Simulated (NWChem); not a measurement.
# SiNH$_{4}$OCl; SMILES N[SiH](O)Cl

```xyz
8

Si    -0.0344    -0.4148    -0.3360
N      1.4155    -1.1069     0.2304
O     -1.3495    -1.0657     0.4331
Cl     0.1073     1.6110     0.0749
H     -0.2120    -0.5636    -1.8033
H      1.5510    -2.1114     0.2317
H      1.9206    -0.6538     0.9827
H     -2.2160    -0.8491     0.0748
```
Atoms are numbered in this order, from 1.

This is a stationary point of PBE0/def2-SVP (NWChem), point group C1. 

Question: Is it a minimum? If not, what does it relax to?

Answer: No. It has an imaginary frequency of 61i cm⁻¹. Following that mode (on a finer grid) lowers the energy by 1.3 kcal/mol and ends, with real frequencies alone, at point group C1:
```xyz
8

Si    -0.0771    -0.5332    -0.4050
N      1.2501    -1.3414     0.2814
O     -1.4318    -1.0303     0.4008
Cl    -0.0555     1.5508    -0.2187
H     -0.0776    -0.8004    -1.8628
H      2.1148    -1.4568    -0.2324
H      1.3858    -1.3853     1.2846
H     -2.1190    -0.3650     0.5037
```
